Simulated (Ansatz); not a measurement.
## A barrier at the coupled-cluster level

Start structure (SiNH₄ClF₂, closed shell), relaxed at PBE0-D4/def2-TZVP:

```
9
angstrom
Si -0.4732 0.1005 -0.8193
Cl 1.4232 0.7267 -1.4670
F -0.7475 -1.4794 -0.6414
F -1.3749 1.1257 0.0403
H -1.1564 0.2758 -2.1181
H 1.2185 -0.8280 0.9415
N 0.4642 -0.1544 1.0172
H 0.8512 0.7239 1.3446
H -0.2051 -0.4908 1.7023
```

The step: SiHClF₂ ([F][SiH]([F])[Cl]) + NH₃ → SiNH₃F₂ ([NH2][SiH]([F])[F]) + HCl; bonds formed: Cl2–H6; dative contacts that become bonds: Si1–N7; bonds broken: Si1–Cl2, H6–N7. Computed with Ansatz 0.2.0 (basis: def2-TZVPP and def2-QZVPP); correlated methods freeze the cores. Extrapolation: Hartree–Fock as exp(−7.88 √X), correlation as X^−2.97. Energies below are by CCSD(T) at an estimated basis limit (MP2 extrapolated from triple and quadruple zeta, plus CCSD(T) − MP2 in triple zeta).

What are the electronic barrier and the energy of the step, from the start structure to the end structure? (An estimate is asked for; the value comes from the calculation.)

Computed: Barrier 0.819 eV; step energy 0.332 eV (uphill); reverse barrier, their difference, 0.487 eV. Barrier and step energy count from the start structure, the reverse barrier from the end structure.

The saddle point: One imaginary mode of 245i cm⁻¹.
```csv
pair,start (Å),saddle (Å),end (Å)
Si1–N7,2.08,1.81,1.71
Cl2–H6,2.87,1.69,1.31
Si1–Cl2,2.10,2.91,4.07
H6–N7,1.01,1.16,1.89
```

Zero-point energy (harmonic, PBE0-D4): ZPE is 1.538 eV at the start and 1.405 eV at the saddle, so the barrier goes from 0.819 to 0.686 eV.

No T1 diagnostic of these runs exceeds 0.011.

The step is the kind of exchange with an N–H group that builds nitride films in atomic layer and chemical vapour deposition.

Labels in which every atom is bracketed show which atoms are joined, not bond orders.

For scale, one of the runs: CCSD(T)/def2-TZVPP, 233 basis functions, launched by `ansatz run in.yaml --threads 4 --pin off --events-out ev --progress --plain --max-ram 9574MiB`. Hardware: 4 CPU threads of an Arm Neoverse N1, shared host. Wall time 3.5 min; peak host memory 4.2 GiB.
